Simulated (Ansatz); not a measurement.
Ideal-gas functions of `FB1CB1F` at 800 K and 1 bar, from an Ansatz frequency run at PBE0-D4/def2-TZVP.

Molar mass 73.65 g/mol, point group C1 (symmetry number 1), electronic degeneracy 1, moments of inertia 34.581, 172.534, 204.267 u Å². Harmonic wavenumbers (cm⁻¹, unscaled): 187, 253, 314, 436, 511, 616, 665, 727, 862, 1083, 1341, 1375, 1647, 2950, 3155.

Use S(trans) = R[1.5 ln M + 2.5 ln T − 1.1517]; rotational temperatures θ = 24.2544 K / I; S(rot) = R[ln(√π/σ · √(T³/θAθBθC)) + 1.5]; for each mode x = 1.438777 ν̃/T, S = R[x/(eˣ − 1) − ln(1 − e⁻ˣ)] and H = RT x/(eˣ − 1); 1 cm⁻¹ = 0.0119627 kJ/mol; R = 8.31446 J/(mol·K).

Problem. By hand: the entropy, in J/(mol·K).

Solution. Translation 183.0. Rotation: θ = 0.7014, 0.1406, 0.1187 K, giving 119.1. Vibration, mode by mode: 17.41, 14.93, 13.18, 10.55, 9.30, 7.88, 7.30, 6.65, 5.45, 3.97, 2.76, 2.63, 1.78, 0.26, 0.19, in all 104.3. Electronic 0.0. Sum 406.4 J/(mol·K).

Problem. By hand: H − E and G − E in kJ/mol, counted from the electronic energy.

Solution. Zero-point energy ½ × 16122 × 0.0119627 = 96.4; thermal vibration 44.0; translation, rotation and pV give 4 RT = 26.6. H − E = 167.0 kJ/mol, and G − E = 167.0 − 800 × 406.4/1000 = -158.1 kJ/mol.

Vibration gives 26 % of the entropy. The sum counts one conformer and one mirror image; others add a mixing term.
